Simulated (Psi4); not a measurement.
Mn, multiplicity 10 (another spin typed on purpose, not shown lowest); PBE0/6-31G** (Psi4).

The Psi4 input:
```
memory 2 GB

molecule {
0 10
Mn    0.00000000    0.00000000    0.00000000
}

set {
  basis 6-31g**
  reference uks
}

energy('pbe0')
print_variables()
```

Output, abridged:

```
   => Loading Basis Set <=

    Name: 6-31G**
    Role: ORBITAL
    Keyword: BASIS

         ---------------------------------------------------------
                                   SCF
               by Justin Turney, Rob Parrish, Andy Simmonett
                          and Daniel G. A. Smith
                              UKS Reference
         ---------------------------------------------------------

  ==> Geometry <==

    Molecular point group: d2h
    Geometry (in Angstrom), charge = 0, multiplicity = 10:

       Center              X                  Y                   Z               Mass
    ------------   -----------------  -----------------  -----------------  -----------------
         MN           0.000000000000     0.000000000000     0.000000000000    54.938043910000

  Running in d2h symmetry.

  Rotational constants: A = ************  B = ************  C = ************ [cm^-1]
  Rotational constants: A = ************  B = ************  C = ************ [MHz]
  Nuclear repulsion =    0.000000000000000

  Charge       = 0
  Multiplicity = 10
  Electrons    = 25
  Nalpha       = 17
  Nbeta        = 8

  ==> Algorithm <==

  SCF Algorithm Type is DF.
  DIIS enabled.
  MOM disabled.
  Fractional occupation disabled.
  Guess Type is CORE.
  Energy threshold   = 1.00e-06
  Density threshold  = 1.00e-06
  Integral threshold = 1.00e-12

  ==> Primary Basis <==

  Basis Set: 6-31G**
    Blend: 6-31G**
    Number of shells: 12
    Number of basis functions: 39
    Number of Cartesian functions: 39
    Spherical Harmonics?: false
    Max angular momentum: 3

  ==> DFT Potential <==

   => LibXC <=

    Version 7.1.2
    S. Lehtola, C. Steigemann, M. J. T. Oliveira, and M. A. L. Marques,  SoftwareX 7, 1–5 (2018) (10.1016/j.softx.2017.11.002)

   => Composite Functional: PBE0 <=

    PBE0 Hyb-GGA Exchange-Correlation Functional

    C. Adamo and V. Barone,  J. Chem. Phys. 110, 6158 (1999) (10.1063/1.478522)
    M. Ernzerhof and G. E. Scuseria,  J. Chem. Phys. 110, 5029 (1999) (10.1063/1.478401)

    Deriv               =              1
    GGA                 =           TRUE
    Meta                =          FALSE

    Exchange Hybrid     =           TRUE
    MP2 Hybrid          =          FALSE

   => Exchange Functionals <=

    0.7500   Perdew, Burke & Ernzerhof

   => Exact (HF) Exchange <=

    0.2500               HF

   => Correlation Functionals <=

    1.0000   Perdew, Burke & Ernzerhof

   => LibXC Density Thresholds  <==

[...]
   @S   Observed:                4.500000000E+00

    Orbital Energies [Eh]
    ---------------------

    Alpha Occupied:

[...]
    Alpha Virtual:

[...]
      11Ag    15.955500

    Beta Occupied:

[...]
    Beta Virtual:

[...]
      11Ag    16.161221

    Final Occupation by Irrep:
             Ag   B1g   B2g   B3g    Au   B1u   B2u   B3u
    DOCC [     3,    0,    0,    0,    0,    1,    2,    2 ]
    SOCC [     3,    1,    1,    1,    0,    2,    1,    0 ]
    NA   [     6,    1,    1,    1,    0,    3,    3,    2 ]
    NB   [     3,    0,    0,    0,    0,    1,    2,    2 ]

  @DF-UKS Final Energy: -1148.64474227524738

   => Energetics <=

    Nuclear Repulsion Energy =              0.0000000000000000
    One-Electron Energy =               -1573.3678742285565022
    Two-Electron Energy =                 463.6443577061725705
    DFT Exchange-Correlation Energy =     -38.9212257528633145
    Empirical Dispersion Energy =           0.0000000000000000
    VV10 Nonlocal Energy =                  0.0000000000000000
    Total Energy =                      -1148.6447422752473813

  UHF NO Occupations:
  HONO-2 :    1B3g 1.0000000
  HONO-1 :    3B1u 1.0000000
  HONO-0 :    6 Ag 1.0000000
  LUNO+0 :    3B3u 0.0001128
  LUNO+1 :    4B2u 0.0000946
  LUNO+2 :    7 Ag 0.0000851
  LUNO+3 :    4B1u 0.0000008

Computation Completed

Properties will be evaluated at   0.000000,   0.000000,   0.000000 [a0]

Properties computed using the SCF density matrix

 Multipole Moments:

 ------------------------------------------------------------------------------------
     Multipole            Electronic (a.u.)      Nuclear  (a.u.)        Total (a.u.)
 ------------------------------------------------------------------------------------

 L = 1.  Multiply by 2.5417464519 to convert [e a0] to [Debye]
 Dipole X            :          0.0000000            0.0000000            0.0000000
 Dipole Y            :          0.0000000            0.0000000            0.0000000
 Dipole Z            :          0.0000000            0.0000000            0.0000000
 Magnitude           :                                                    0.0000000

 ------------------------------------------------------------------------------------

  Variable Map:
  ----------------------------------------------------------------------------
[...]
  Array Variable Map:
  ----------------------------------------------------------------------------
[...]
[...]
```
